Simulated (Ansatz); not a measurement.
A structure relaxed at PBE0-D4/def2-TZVP, charge 0, multiplicity 1:

```xyz
11

C    -2.425    0.389   -0.659
C    -1.228    0.319   -0.798
Si    0.595    0.188   -0.891
C     1.133   -0.538    0.769
O     0.569    0.177    1.856
H    -3.484    0.455   -0.555
H     0.970   -0.693   -2.028
H     1.152    1.547   -1.099
H     0.882   -1.607    0.811
H     2.219   -0.466    0.872
H    -0.382    0.229    1.720
```

Task: Give its formula and SMILES.

Result: C3H6OSi, `C#C[SiH2]CO`.

Task: Summarise the bond lengths by kind.

Result: 1 × C–C 1.207 Å; 3 × C–H 1.066 to 1.100 Å; 2 × C–Si 1.831 to 1.889 Å; 2 × H–Si 1.483 to 1.486 Å; 1 × C–O 1.418 Å; 1 × H–O 0.963 Å.

Results of the Gaussian-basis code of Ansatz.
